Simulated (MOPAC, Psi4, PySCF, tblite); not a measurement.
Intermolecular potential of H4OSi ··· H4OSi (SMILES O[SiH3] and O[SiH3]), singlet. Monomers: optimised at B3LYP-D3(BJ) (def2-TZVP), held rigid. Orientation: a random orientation, not optimised. The monomers approach along the line of their centres of mass (distance R); nothing else relaxes.

Geometry at R = 4.90 Å (first 6 atoms: monomer A):
```
12

Si    -0.3953     0.0350    -0.0486
O      1.2014     0.4329     0.1036
H     -1.1127     1.3112    -0.2348
H     -0.6295    -0.8502    -1.2166
H     -0.9042    -0.6577     1.1613
H      1.8403    -0.2711     0.2352
Si     2.0840    -3.1414     2.2097
O      2.6344    -4.6995     2.2286
H      0.6747    -3.2066     2.6430
H      2.8569    -2.2770     3.1361
H      2.1672    -2.5482     0.8518
H      3.5440    -4.8690     1.9733
```

- RKS-B3LYP/6-31G* = restricted B3LYP/6-31G*, spherical d, no counterpoise correction in PySCF 2.14.0
- GFN2-xTB (tblite)
- PM7, restricted, heats of formation (MOPAC)
- SAPT0/jun-cc-pVDZ, frozen core (Psi4)

Interaction energies in kJ/mol; the last columns give the difference from SAPT0:

```
R / Å  RKS-B3LYP/6-31G*  GFN2-xTB    PM7  SAPT0/jun-cc-pVDZ  RKS-B3LYP/6-31G* − SAPT0/jun-cc-pVDZ  GFN2-xTB − SAPT0/jun-cc-pVDZ  PM7 − SAPT0/jun-cc-pVDZ
-----  ----------------  --------  -----  -----------------  ------------------------------------  ----------------------------  -----------------------
4.33              -1.95     -4.18  14.10               2.41                                 -4.37                         -6.60                    11.68
4.52              -4.16     -6.94   6.07              -0.65                                 -3.51                         -6.29                     6.72
4.73              -4.44     -7.55   1.34              -1.96                                 -2.48                         -5.59                     3.31
4.90              -3.92     -7.21  -0.51              -2.22                                 -1.70                         -4.98                     1.72
5.06              -3.24     -6.61  -1.30              -2.15                                 -1.09                         -4.46                     0.85
5.32              -2.15     -5.50  -1.60              -1.76                                 -0.39                         -3.74                     0.16
5.62              -1.21     -4.34  -1.43              -1.26                                  0.06                         -3.07                    -0.16
5.89              -0.66     -3.48  -1.25              -0.90                                  0.23                         -2.58                    -0.35
6.44              -0.14     -2.26  -1.02              -0.42                                  0.28                         -1.84                    -0.60
7.11               0.01     -1.41  -0.87              -0.16                                  0.17                         -1.25                    -0.72
8.07               0.03     -0.80  -0.06              -0.02                                  0.06                         -0.78                    -0.03
9.43               0.02     -0.43   0.05               0.02                                  0.01                         -0.45                     0.04
```

RKS-B3LYP/6-31G* is furthest from SAPT0/jun-cc-pVDZ at 4.33 (-4.37 kJ/mol, below); its mean absolute difference over the points is 1.20 kJ/mol.

GFN2-xTB is furthest from SAPT0/jun-cc-pVDZ at 4.33 (-6.60 kJ/mol, below); its mean absolute difference over the points is 3.47 kJ/mol.

PM7 is furthest from SAPT0/jun-cc-pVDZ at 4.33 (11.68 kJ/mol, above); its mean absolute difference over the points is 2.19 kJ/mol.
